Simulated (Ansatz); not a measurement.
The same path of BrH + H4OSi (8 atoms, charge 0, multiplicity 1) was run twice with different band settings. Lost on the way: Si1–H2, H6–Br7. Made: Si1–Br7, H2–H6.

Method: RKS PBE-D4/def2-SVP (Ansatz 0.2.0).

Relaxed end points:

```xyz
8
Properties=species:S:1:pos:R:3
Si 0.389 0.883 -0.389
H 0.444 -0.350 -1.280
H 1.517 1.793 -0.766
H -0.931 1.556 -0.666
O 0.613 0.487 1.225
H -0.631 -1.897 -0.424
Br -1.389 -2.282 0.745
H -0.011 -0.190 1.555
```

```xyz
8
Properties=species:S:1:pos:R:3
Si 0.169 0.317 0.470
H -0.185 -0.856 -2.840
H 1.428 0.244 -0.327
H -0.971 0.924 -0.295
O 0.553 1.185 1.844
H -0.340 -1.360 -2.278
Br -0.479 -1.786 0.952
H -0.175 1.333 2.473
```

Common settings: spring 5.0 eV/Å²; optimiser quadratic models (default); start path through a guess of the saddle point; force threshold 0.05 eV/Å; iteration limit 60; end points relaxed.

| run | movable images | climbing image |
| --- | --- | --- |
| 1 | 5 | yes |
| 2 | 4 | no |

(1) What does each run give, and how far can it be trusted?

## Answers

(1) Run 1: converged after 24 iterations, highest image 1.023 eV above the first end. A vibrational analysis at the climbing image gives one clearly imaginary mode, 651i cm⁻¹: a first-order saddle point.
Run 2: converged after 19 iterations, highest image 0.459 eV above the first end. No image climbed, so the highest image needn't sit at the top of the path. A band with more images between the same ends climbed to 1.02 eV, so this one has probably stepped over the top.
The orbitals stay closed-shell, which can raise the energy where a bond breaks towards radicals; this wasn't checked here.
